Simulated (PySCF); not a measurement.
Deuteron quadrupole couplings in `[SiH3]c1ppc[p-]1`

Species: C2H4P3Si (charge -1).
Structure used (GFN2-xTB), in Å, numbered top down from 1:
```
atom  x, y, z in Å
Si1   -1.989   -0.063   -0.054
C2    -0.131    0.152   -0.033
P3     0.544    1.748   -0.195
P4     2.577    1.271   -0.072
C5     2.412   -0.436    0.123
P6     0.889   -1.249    0.167
H7    -2.349   -1.486   -0.148
H8    -2.622    0.628   -1.189
H9    -2.642    0.463    1.160
H10    3.319   -1.023    0.219
```

Level: PBE0/pcSseg-1 (PySCF, non-relativistic); Q(2H) = 0.00286 b; rigid geometry, the same for H and D, with no vibrational averaging.

Give the electric field gradient Vzz (the principal value of largest size), its asymmetry and the 2H coupling at each hydrogen.

```json
{"atom": "H7", "bonded to": "Si1", "bond length (Å)": "1.470", "Vzz (au)": "0.1625", "η": "0.00", "χzz (kHz)": "109"}
{"atom": "H8", "bonded to": "Si1", "bond length (Å)": "1.473", "Vzz (au)": "0.1612", "η": "0.01", "χzz (kHz)": "108"}
{"atom": "H9", "bonded to": "Si1", "bond length (Å)": "1.475", "Vzz (au)": "0.1592", "η": "0.01", "χzz (kHz)": "107"}
{"atom": "H10", "bonded to": "C5", "bond length (Å)": "1.085", "Vzz (au)": "0.3386", "η": "0.07", "χzz (kHz)": "228"}
```

Average by the element that carries the hydrogen.

on Si: 108 kHz over 3 positions, mean bond length 1.473 Å; on C: 228 kHz over 1 position, mean bond length 1.085 Å.

Geometry: GFN2-xTB; no solvent, vibrations or thermal averaging. The pcSseg-1 basis has no diffuse functions, a weakness for an anion. GFN2-xTB bond lengths can be off by several hundredths of an ångström, more for odd bonds, and the gradients follow them. These gradients aren't converged with respect to the basis.
